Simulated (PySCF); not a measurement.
C6H3F2O2S (charge -1).
SMILES with atom numbers: `[O:1]=[C:2]([O-:3])[c:4]1[cH:5][c:6]([F:7])[c:8]([CH2:9][F:10])[s:11]1` (hydrogens: H12 on C5; H13, H14 on C9)

Geometry (PBE0-D3(BJ)/def2-SVP, Å), atoms numbered from 1 in this order:
```xyz
14
C6H3F2O2S angstrom
O      3.091   -1.358   -1.200
C      2.940   -0.462   -0.350
O      3.749    0.205    0.310
C      1.464   -0.129   -0.074
C      0.910    0.779    0.797
C     -0.500    0.746    0.742
F     -1.273    1.532    1.506
C     -1.034   -0.167   -0.139
C     -2.468   -0.384   -0.417
F     -2.924    0.295   -1.541
S      0.260   -1.004   -0.941
H      1.521    1.418    1.433
H     -3.058   -0.031    0.445
H     -2.684   -1.454   -0.578
```

All values: CAM-B3LYP/def2-SVPD (PySCF, non-relativistic), on one gas-phase PBE0-D3(BJ)/def2-SVP geometry that isn't relaxed in the solvent. The solvent is an IEF-PCM continuum (van der Waals radii × 1.2), and excitations are vertical TDDFT with non-equilibrium linear response and a frozen core. Only the electrostatic response of the medium enters.

```
run  E − E(gas) (kcal/mol)  HOMO (eV)  HOMO–LUMO gap (eV)  lowest singlet (eV)  static polarisability (au)
gas                   0.00      -4.08                7.35                 4.26                       104.2
  P                 -55.64      -8.03                7.99                 5.02                       138.7
  Q                 -57.52      -8.12                7.98                 5.04                       140.9
```

The runs were made in acetone and dimethylsulfoxide. Which run belongs to which solvent?

P = acetone, Q = dimethylsulfoxide. The dielectric constants are 20.49 (acetone), 46.83 (dimethylsulfoxide), and the energy falls further as ε rises. The optical constants n² used for the excitations are 1.85, 2.19 in the same order. In this model the ground state sees the solvent through ε alone.

How constant is the ratio of the lowering to 1 − 1/ε?

```csv
solvent,1 − 1/ε,E − E(gas) (kcal/mol),ratio (kcal/mol),polarisation term (kcal/mol)
acetone,0.951,-55.64,-58.5,-59.63
dimethylsulfoxide,0.979,-57.52,-58.8,-61.90
```

The ratio changes by +0.5 % in size from acetone to dimethylsulfoxide. The polarisation term is half the interaction of the solute with the induced surface charges.
